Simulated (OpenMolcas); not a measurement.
## S3+: effect of the basis set

```yaml
Program: OpenMolcas
Method: "MS-RASPT2, IPEA 0.25 Eh, imaginary shift 0.1 Eh (closed shells correlated: 2s 2p)"
Active_space: 3 electrons in 9 orbitals (RAS2 3s 3p; RAS3 3d, at most 2 electrons)
State_averaging: 2S+1 = 4 odd, 1 root; 2S+1 = 2 odd, 11 roots; 2S+1 = 4 even, 3 roots; 2S+1 = 2 even, 9 roots
Spin-orbit_coupling: RASSI with atomic mean-field integrals over the reference wave functions, term energies averaged over their components
```

A. ANO-RCC-VTZP [5s4p2d1f], DKH2, point nucleus; CASPT2 step of the order of 13 core-seconds
B. ANO-R2 [5s4p3d1f], X2C, finite nucleus; CASPT2 step about 11 core-seconds
C. ANO-RCC-VQZP [6s5p3d2f1g], DKH2, point nucleus; CASPT2 step about 28 core-seconds
D. ANO-RCC [8s7p5d4f2g], DKH2, point nucleus; CASPT2 step of the order of 50 core-seconds

Energies in cm⁻¹ above 3s² 3p ²P°_1/2, the measured ground level; measured values from NIST levels in Podobedova, Kelleher and Wiese, J. Phys. Chem. Ref. Data 38, 171 (2009).

| Level | A | B | C | D | Measured |
| --- | --- | --- | --- | --- | --- |
| 3s² 3p ²P°_1/2 | 0.0 | 0.0 | 0.0 | 0.0 | 0.0 |
| 3s² 3p ²P°_3/2 | 841 | 841 | 829 | 850 | 951 |
| 3s 3p² ⁴P_1/2 | 69890 | 70130 | 70210 | 71010 | 71184 |
| 3s 3p² ⁴P_3/2 | 70190 | 70430 | 70510 | 71310 | 71529 |
| 3s 3p² ⁴P_5/2 | 70680 | 70910 | 70990 | 71800 | 72074 |
| 3s 3p² ²D_3/2 | 94320 | 93610 | 94280 | 94260 | 94103 |
| 3s 3p² ²D_5/2 | 94340 | 93640 | 94300 | 94280 | 94150 |
| 3s 3p² ²S_1/2 | 124660 | 123730 | 124010 | 123760 | 123509 |
| 3s 3p² ²P_1/2 | 135740 | 133520 | 135240 | 134200 | 133620 |
| 3s 3p² ²P_3/2 | 136280 | 134070 | 135770 | 134740 | 134245 |

Deviations, from unrounded energies. A percentage is the sum of absolute deviations over the sum of measured energies, with the sign that they share, or ± where signs differ.

```json
{"Against measurement": "mean absolute deviation (cm-1)", "Levels": "9", "A": "1100", "B": "550", "C": "800", "D": "260"}
{"Against measurement": "fine structure of the ground term (%)", "Levels": "1", "A": "-11.6", "B": "-11.6", "C": "-12.8", "D": "-10.7"}
{"Against measurement": "other configurations (%)", "Levels": "8", "A": "±1.2", "B": "±0.6", "C": "±0.9", "D": "±0.3"}
```

D lies closest to measurement on these levels and A furthest from it. The largest miss of D in the table is 3s 3p² ²P_1/2, by +580 cm-1. The ranking rests on the paired levels alone, and a cruder setting can come out closer through cancelling errors.

Among A to D the level of the table that moves most is 3s 3p² ²P_3/2, by 2200 cm-1 (lowest in B, highest in A). Moves below CASPT2's spread within the term are not significant.

CASPT2 does not keep the components of a term degenerate, so their means are used; among the terms shown or strongly mixed into the levels shown the widest spread is 14 cm-1 (3s 3p² ²D, D). Active for correlation alone: 3d; no level in the range computed is led by a configuration that fills it, so any true level of that kind is missing. Some terms mix strongly with configurations of 3d, whose occupation reaches 0.17 (3s 3p² ²D) (figures for A; the like holds for B, C, D). Measured partners are found by configuration, term and J. A level has none where our copy of the source lacks it or the pairing is in doubt (some pairs that miss far off the trend of their configuration count as doubtful), and it then counts in no deviation. Levels of configurations outside the active space are missing. Levels that lie high or do not pair safely by name in every column are left out.

° marks odd parity.
